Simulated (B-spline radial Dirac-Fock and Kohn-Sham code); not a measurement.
## Atomic SCF run for Ba⁴⁺

ΔSCF core binding energies without Breit or QED terms, calculated with an atomic code on a B-spline grid. Keys: rel is the Hamiltonian (dirac, or spin-free x2c and nr, where L3 and M5 stand for the whole 2p and 3d shells), method is hf or an exchange,correlation pair (spin-unpolarised, also for the hole states), nuc the nuclear model, radius_factor scales its radius, rmax is the box in bohr, h the logarithmic mesh step, order the B-spline order, points the quadrature points per cell, c_factor scales the speed of light, and damp, ndamp, maxit and tol steer the iteration. The run stops when the commutator error falls below 10·tol·max(1, Z/10), or the numerical noise floor, and the energy has settled to about 1e-8 Ha; the virial ratio is −V/T.

Input (task.json):

```json
{"items": [{"Z": 56, "q": 4, "cfg": [[1, 0, 2], [2, 0, 2], [2, 1, 6], [3, 0, 2], [3, 1, 6], [3, 2, 10], [4, 0, 2], [4, 1, 6], [4, 2, 10], [5, 0, 2], [5, 1, 4]], "A": 138, "rrms": 4.8378, "do": "settings", "holes": ["K", "L3", "M5"],
  "settings": [{"rel": "dirac", "method": "hf", "nuc": "fermi", "radius_factor": 1.0, "rmax": 45.0, "h": 0.3, "order": 8, "points": 10, "c_factor": 0.1975, "maxit": 99, "damp": 0.5, "ndamp": 3, "tol": 1e-08}]}]}
```

Command: `python xray2_run.py task.json out`

Ground-state iterations:

```
iter   energy (Ha)        error
   1    -8325.53891846  6.15e+01
   2    -9890.95246442  4.44e+01
   3   -11030.56452404  4.79e+00
   4   -11080.17242377  4.03e+00
   5   -11088.12696991  3.76e+00
   6   -11091.96028094  3.59e-01
   7   -11092.04586074  3.31e-01
   8   -11092.13224688  2.25e-02
   9   -11092.13544708  1.43e-03
  10   -11092.13546095  2.06e-04
  11   -11092.13546133  1.89e-05
  12   -11092.13546134  8.74e-07
  13   -11092.13546134  1.26e-07
```

The ground state converged in 13 iterations, with total energy -11092.13546 Ha, virial ratio 1.13322 and highest orbital energy -71.65 eV. ΔSCF binding energies: K (1s) 22393.7 eV, L3 (2p3/2) 8801.6 eV, M5 (3d5/2) 463.5 eV.

**Question.** One setting is unsound. Which, and why?

**Answer.** c_factor makes c so small that Zα exceeds 1, so any numbers that come out have no meaning. With the default settings (Dirac Hartree-Fock): The ground state converged in 10 iterations, with total energy -8132.11067 Ha, virial ratio 1.93680 and highest orbital energy -58.69 eV. ΔSCF binding energies: K (1s) 37629.1 eV, L3 (2p3/2) 5309.0 eV, M5 (3d5/2) 832.2 eV.
